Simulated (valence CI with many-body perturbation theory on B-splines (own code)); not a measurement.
**E1 line list for Fe3+**

Calculated by relativistic CI+MBPT: five valence electrons over a frozen Dirac-Fock core [Ar], a basis of 7 s, 7 p, 8 d, 6 f, 4 g, 1 h functions for each j, with the one-electron correlation potential Σ1, the two-electron term Σ2, the three-electron term Σ3, Breit, model QED; selected CI, second order for the rest (own B-spline code, finite nucleus).

Against 54 measured levels this calculation errs by 4258 cm⁻¹ on average and by 7832 at most. These come from a selection out of Corliss and Sugar, J. Phys. Chem. Ref. Data 11, 135 (1982). Levels without a partner in it may be off by more, other configurations by 1,000 to 8,000 cm⁻¹. Among the levels kept, up to 2000 cm⁻¹ of a level comes from second order outside the variational space, and about a tenth of that is noise between levels of different J, which matters for small intervals.

Lines 1 to 50 of 587 in falling wavelength, among levels below 227970 cm⁻¹, chosen from the strongest by gf and those to the six lowest levels. Wavelengths and rates use the calculated energies, so an error of 4000 cm⁻¹ moves a line at 216.0 nm by 8.6 % and its rate by three times that or more. Electric multipoles are in the length gauge, E1 and E2 with the static RPA response of the core. Weak lines are less certain than strong ones. Lines between different terms over intervals too small for the method are left out, as are lines whose strength nearly cancels. Where a level lies close to another of its J and parity, the split of strength between their lines is uncertain.

Names give the largest LS component (configuration and term), which can be under half, so a name can repeat, a term be missing and a line seem to break the LS rules; names also repeat where a configuration has a term twice. Letters in brackets count levels of one name in rising energy.

| λ vac (nm) | Upper | Lower | A (s⁻¹) | S (a.u.) with core polarisation | S without |
| --- | --- | --- | --- | --- | --- |
| 216.0 | 3d4 4p 2D°_5/2 [a] | 3d4 4s 2D_5/2 [a] | 3.91e+07 | 1.17e+00 | 1.28e+00 |
| 213.4 | 3d4 4p 2F°_5/2 [a] | 3d4 4s 2D_3/2 [a] | 3.89e+07 | 1.12e+00 | 1.23e+00 |
| 212.2 | 3d4 4p 2F°_7/2 [a] | 3d4 4s 2D_5/2 [a] | 2.74e+07 | 1.03e+00 | 1.13e+00 |
| 208.4 | 3d4 4p 2F°_7/2 [b] | 3d4 4s 2D_5/2 [a] | 3.87e+07 | 1.38e+00 | 1.52e+00 |
| 199.0 | 3d4 4p 2I°_13/2 [a] | 3d4 4s 2I_13/2 | 1.78e+07 | 9.71e-01 | 1.07e+00 |
| 197.2 | 3d4 4p 2H°_9/2 [a] | 3d4 4s 2G_7/2 [b] | 3.86e+07 | 1.46e+00 | 1.60e+00 |
| 194.5 | 3d4 4p 2H°_11/2 [a] | 3d4 4s 2G_9/2 [b] | 4.33e+07 | 1.89e+00 | 2.07e+00 |
| 193.4 | 3d4 4p 4H°_13/2 [a] | 3d4 4s 2H_11/2 | 2.23e+07 | 1.12e+00 | 1.22e+00 |
| 192.9 | 3d4 4p 4G°_7/2 [a] | 3d4 4s 2F_5/2 [a] | 4.83e+07 | 1.37e+00 | 1.49e+00 |
| 192.3 | 3d4 4p 4G°_9/2 [a] | 3d4 4s 2F_7/2 [a] | 6.21e+07 | 2.18e+00 | 2.38e+00 |
| 192.1 | 3d4 4p 4H°_9/2 [a] | 3d4 4s 4G_7/2 | 5.54e+07 | 1.94e+00 | 2.13e+00 |
| 191.9 | 3d4 4p 4H°_7/2 [a] | 3d4 4s 4G_5/2 | 6.16e+07 | 1.72e+00 | 1.89e+00 |
| 191.6 | 3d4 4p 4P°_1/2 [a] | 3d4 4s 4D_3/2 [a] | 1.71e+08 | 1.19e+00 | 1.29e+00 |
| 191.6 | 3d4 4p 4H°_11/2 [a] | 3d4 4s 4G_9/2 | 4.40e+07 | 1.83e+00 | 2.01e+00 |
| 190.6 | 3d4 4p 4P°_1/2 [a] | 3d4 4s 4D_1/2 [a] | 1.90e+08 | 1.30e+00 | 1.42e+00 |
| 190.6 | 3d4 4p 4P°_3/2 [a] | 3d4 4s 4D_5/2 [a] | 1.98e+08 | 2.70e+00 | 2.94e+00 |
| 190.4 | 3d4 4p 4D°_7/2 [b] | 3d4 4s 2F_5/2 [a] | 3.41e+07 | 9.30e-01 | 1.02e+00 |
| 190.3 | 3d4 4p 4H°_13/2 [a] | 3d4 4s 4G_11/2 | 4.18e+07 | 1.99e+00 | 2.19e+00 |
| 189.2 | 3d4 4p 4P°_3/2 [a] | 3d4 4s 4D_3/2 [a] | 1.22e+08 | 1.63e+00 | 1.78e+00 |
| 189.0 | 3d4 4p 4P°_5/2 [a] | 3d4 4s 4D_7/2 [a] | 2.24e+08 | 4.49e+00 | 4.89e+00 |
| 188.9 | 3d4 4p 2G°_9/2 [a] | 3d4 4s 2F_7/2 [a] | 6.99e+07 | 2.33e+00 | 2.54e+00 |
| 187.2 | 3d4 4p 4P°_5/2 [a] | 3d4 4s 4D_5/2 [a] | 7.06e+07 | 1.37e+00 | 1.50e+00 |
| 185.7 | 3d4 4p 6D°_5/2 | 3d4 4s 4D_7/2 [a] | 1.45e+08 | 2.75e+00 | 3.00e+00 |
| 185.4 | 3d4 4p 2F°_7/2 [a] | 3d4 4s 2G_9/2 [a] | 7.67e+07 | 1.93e+00 | 2.10e+00 |
| 185.2 | 3d4 4p 2H°_9/2 [a] | 3d4 4s 2G_7/2 [a] | 4.95e+07 | 1.55e+00 | 1.69e+00 |
| 185.1 | 3d4 4p 4F°_5/2 [c] | 3d4 4s 4D_3/2 [b] | 4.84e+07 | 9.10e-01 | 9.99e-01 |
| 185.0 | 3d4 4p 4F°_9/2 [c] | 3d4 4s 4D_7/2 [b] | 4.74e+07 | 1.48e+00 | 1.63e+00 |
| 184.8 | 3d4 4p 2G°_7/2 [a] | 3d4 4s 2G_7/2 [b] | 4.07e+07 | 1.01e+00 | 1.11e+00 |
| 184.8 | 3d4 4p 6D°_3/2 | 3d4 4s 4D_5/2 [a] | 8.14e+07 | 1.01e+00 | 1.10e+00 |
| 184.6 | 3d4 4p 4F°_7/2 [c] | 3d4 4s 4D_5/2 [b] | 4.53e+07 | 1.13e+00 | 1.24e+00 |
| 184.6 | 3d4 4p 2F°_5/2 [a] | 3d4 4s 2G_7/2 [a] | 1.52e+08 | 2.83e+00 | 3.09e+00 |
| 184.4 | 3d4 4p 2H°_11/2 [a] | 3d4 4s 2G_9/2 [a] | 2.53e+07 | 9.39e-01 | 1.02e+00 |
| 184.4 | 3d4 4p 4G°_9/2 [a] | 3d4 4s 2H_11/2 | 1.06e+08 | 3.29e+00 | 3.59e+00 |
| 184.3 | 3d4 4p 6D°_9/2 | 3d4 4s 4D_7/2 [a] | 2.73e+07 | 8.45e-01 | 9.19e-01 |
| 183.6 | 3d4 4p 2G°_9/2 [b] | 3d4 4s 2G_9/2 [b] | 3.62e+07 | 1.11e+00 | 1.21e+00 |
| 183.5 | 3d4 4p 4P°_3/2 [b] | 3d4 4s 2F_5/2 [a] | 9.12e+07 | 1.11e+00 | 1.21e+00 |
| 183.2 | 3d4 4p 4G°_7/2 [a] | 3d4 4s 2H_9/2 | 1.22e+08 | 2.96e+00 | 3.24e+00 |
| 183.1 | 3d4 4p 4P°_3/2 [c] | 3d4 4s 2F_5/2 [a] | 7.34e+07 | 8.89e-01 | 9.70e-01 |
| 182.6 | 3d4 4p 2H°_11/2 [b] | 3d4 4s 2I_13/2 | 4.95e+07 | 1.79e+00 | 1.96e+00 |
| 182.6 | 3d4 4p 4D°_5/2 [c] | 3d4 4s 2G_7/2 [a] | 1.14e+08 | 2.06e+00 | 2.24e+00 |
| 182.6 | 3d4 4p 2H°_9/2 [b] | 3d4 4s 2I_11/2 | 4.79e+07 | 1.44e+00 | 1.58e+00 |
| 182.5 | 3d4 4p 2F°_7/2 [b] | 3d4 4s 2G_9/2 [a] | 1.06e+08 | 2.55e+00 | 2.78e+00 |
| 181.7 | 3d4 4p 4F°_5/2 [b] | 3d4 4s 2F_7/2 [a] | 9.41e+07 | 1.67e+00 | 1.82e+00 |
| 181.4 | 3d4 4p 4G°_9/2 [a] | 3d4 4s 4G_9/2 | 6.22e+07 | 1.83e+00 | 2.01e+00 |
| 181.3 | 3d4 4p 4G°_7/2 [a] | 3d4 4s 4G_7/2 | 5.21e+07 | 1.22e+00 | 1.34e+00 |
| 181.2 | 3d4 4p 2G°_9/2 [a] | 3d4 4s 2H_11/2 | 1.12e+08 | 3.28e+00 | 3.58e+00 |
| 181.0 | 3d4 4p 4D°_7/2 [b] | 3d4 4s 2H_9/2 | 9.39e+07 | 2.20e+00 | 2.40e+00 |
| 180.4 | 3d4 4p 4G°_5/2 [a] | 3d4 4s 4G_5/2 | 5.75e+07 | 9.99e-01 | 1.10e+00 |
| 180.3 | 3d4 4p 4D°_7/2 [c] | 3d4 4s 2H_9/2 | 6.92e+07 | 1.60e+00 | 1.75e+00 |
| 179.4 | 3d4 4p 4G°_11/2 [a] | 3d4 4s 4G_11/2 | 1.53e+08 | 5.24e+00 | 5.74e+00 |
